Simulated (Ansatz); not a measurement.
Coupled-cluster run, `F[SiH]([SiH3])I`.

```yaml
crystal:
  periodic: [false, false, false]
  atoms:
    - {symbol: F, position_ang: [-1.175759, 1.904861, 0.287181]}
    - {symbol: Si, position_ang: [-0.322033, 0.878433, -0.594099]}
    - {symbol: Si, position_ang: [0.540405, -0.823921, 0.756048]}
    - {symbol: I, position_ang: [-1.797090, -0.133127, -2.249430]}
    - {symbol: H, position_ang: [0.687720, 1.672400, -1.334212]}
    - {symbol: H, position_ang: [1.410432, -0.256387, 1.820113]}
    - {symbol: H, position_ang: [1.337780, -1.731286, -0.108999]}
    - {symbol: H, position_ang: [-0.589256, -1.567974, 1.367696]}
basis:
  gaussian: {orbitals: def2-TZVPP}
correlation: {method: ccsd_t}
output: {orbitals: {seedname: orbitals}}
```

```sh
$ ansatz run in.yaml --threads 4 --pin off --events-out ev --progress --plain --max-ram 10444MiB
```

Log, shortened:

```
Functional definition: HF
1474 factors; integrals over basis functions are off by at most 6.4e-4 eV
mean field evaluation 1: about -26568.5018 eV, gradient 2.9e1 eV
mean field evaluation 2: about -26568.6792 eV, gradient 2.9e1 eV
mean field evaluation 4: about -26570.8989 eV, gradient 3.0e0 eV
mean field evaluation 8: about -26570.9563 eV, gradient 2.2e-1 eV
mean field evaluation 16: about -26570.9565 eV, gradient 1.9e-6 eV
mean field -26570.95653010 eV, -976.4646420401 hartree, gradient 1.9e-6 eV, S^2 0.000000; 0 other end points of the search recorded, 0 dependent functions left out
15 core orbitals not correlated: weight in the atoms' cores, before any rotation towards them, 1.000 or more for the frozen orbitals, at most 0.000 for the correlated occupied ones
reference -26570.95653010 eV, -976.4646420401 hartree; 18, 18 occupied and 188, 188 virtual orbitals, 1474 factors
second order -26.96431922 eV of doubles, -0.00000000 eV of singles
cycle   1  -26.35022222 eV  change    6.1e-1 eV  update   1.1e-1
cycle   2  -27.03310385 eV  change   -6.8e-1 eV  update   3.2e-2
cycle   3  -27.14493353 eV  change   -1.1e-1 eV  update   1.6e-2
cycle   4  -27.11650577 eV  change    2.8e-2 eV  update   3.9e-3
cycle   5  -27.11500678 eV  change    1.5e-3 eV  update   1.7e-3
cycle   6  -27.11637128 eV  change   -1.4e-3 eV  update   4.9e-4
cycle   7  -27.11591434 eV  change    4.6e-4 eV  update   1.8e-4
cycle   8  -27.11578518 eV  change    1.3e-4 eV  update   5.2e-5
cycle   9  -27.11582914 eV  change   -4.4e-5 eV  update   2.2e-5
cycle  10  -27.11584229 eV  change   -1.3e-5 eV  update   7.9e-6
perturbative correction -0.74336028 eV, -0.0273179863 hartree
Total energy: -26598.81573267 eV, -977.4884488509 hartree
```

Hardware: 4 threads of an Arm Neoverse V1 on a shared host. Wall time 120 s, peak host memory 3.6 GiB.

The correlation energy is -27.859 eV, 2.7 % of it from (T); the T1 diagnostic reads 0.0108.
